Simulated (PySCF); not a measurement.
Computed shifts of a molecule C3H5NOSi, PBE0/pcSseg-1 run with PySCF, GIAO, gas phase, atoms alike by connectivity averaged where their shifts nearly agree, in ppm (number of nuclei): ¹³C: 155.2 (1), 135.6 (1), 119.3 (1). ²⁹Si: -0.4 (1). ¹⁵N: 193.5 (1). ¹H: 7.19 (2), 6.45 (1), 5.78 (2). References: ¹³C against TMS (σ = 186.3 ppm); ²⁹Si against TMS (σ = 352.7 ppm); ¹⁷O against H2O (σ = 334.2 ppm); ¹⁵N against NH3 (σ = 267.4 ppm); ¹H against TMS (σ = 31.56 ppm), references at their B3LYP-D3(BJ)/def2-TZVP geometries, non-relativistic. Geometry optimised at PBE-D3(BJ)/def2-SVP. One conformer was computed; it need not be the lowest.

Q: Which molecule gave these data?
A. C1=C[SiH2]OC=N1
B. C=CC1=N[SiH2]O1
C. O=CC1=N[SiH2]C1
D. C=C[SiH2]OC#N

A: D, C=C[SiH2]OC#N
